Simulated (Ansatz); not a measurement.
A nudged elastic band was laid between two geometries of BF$_{2}$HSSi (6 atoms, charge 0, multiplicity 1).

Computed with Ansatz 0.2.0, RKS PBE0/def2-SVP.

```json
{"movable images": "5", "climbing image": "yes", "spring": "5.0 eV/Å²", "optimiser": "quadratic models (default)", "start path": "through a guess of the saddle point", "force threshold": "0.03 eV/Å", "iteration limit": "60", "end points": "relaxed"}
```

Initial state:

```xyz
6
Properties=species:S:1:pos:R:3
F 0.224 -2.448 0.151
B -0.079 -1.177 0.051
S -1.589 -0.311 -0.376
Si 0.288 0.706 0.085
F 0.976 1.488 -1.158
H 0.221 1.677 1.202
```

Final state:

```xyz
6
Properties=species:S:1:pos:R:3
F -0.507 -2.268 0.936
B -0.152 -1.021 0.705
S -0.338 -0.351 -0.967
Si 0.439 1.621 -0.436
F 0.312 2.319 -1.906
H 0.287 -0.364 1.621
```

Question: Which bonds break or form, and what moves?

Answer: Bonds broken: B2–Si4, Si4–H6. Bonds formed: B2–H6.

Question: Give the energies along the band, and the barrier.

Answer: The forces met the threshold. The highest image is number 1 of 0 to 6, 44.5 kcal/mol above the first end and 42.2 kcal/mol above the last; the last end lies 2.4 kcal/mol above the first. The profile has 2 maxima (images 1, 5) with wells between them (image 3): this band takes more than one step, which may be the mechanism or a detour left from its start path. Neighbouring images differ by up to 1.9 eV, so the band resolves the path poorly. A vibrational analysis at the climbing image gives one clearly imaginary mode, 831i cm⁻¹: a first-order saddle point. The orbitals stay closed-shell, which can raise the energy where a bond breaks towards radicals; this wasn't checked here.

```csv
image,path coordinate (Å),energy (kcal/mol),B2–Si4 (Å),Si4–H6 (Å),B2–H6 (Å)
0,0.00,0.0,1.92,1.48,3.09
1,1.20,44.5,2.12,1.49,2.24
2,2.41,6.4,2.48,2.03,1.25
3,3.61,5.8,3.06,3.12,1.20
4,4.82,6.7,2.39,1.89,1.27
5,6.02,6.8,2.71,2.47,1.22
6,7.23,2.4,2.94,2.86,1.21
```

Question: What is the geometry of the highest image?

Answer: 
```xyz
6
Properties=species:S:1:pos:R:3:forces:R:3
F 0.368 -2.124 0.439 0.00 0.00 0.00
B -0.148 -0.966 0.120 0.00 0.00 0.00
S -1.598 -0.349 -0.616 0.00 0.00 0.00
Si -0.090 1.144 -0.058 0.00 0.00 0.00
F 1.041 1.380 -1.219 0.00 0.00 0.00
H 0.468 0.850 1.288 0.00 0.00 0.00
```

The band took 30 iterations and of the order of 7 core-minutes.

The run took 3.7 min on 2 threads of Arm Neoverse V2, with other jobs on the host, peak memory 0.17 GiB.
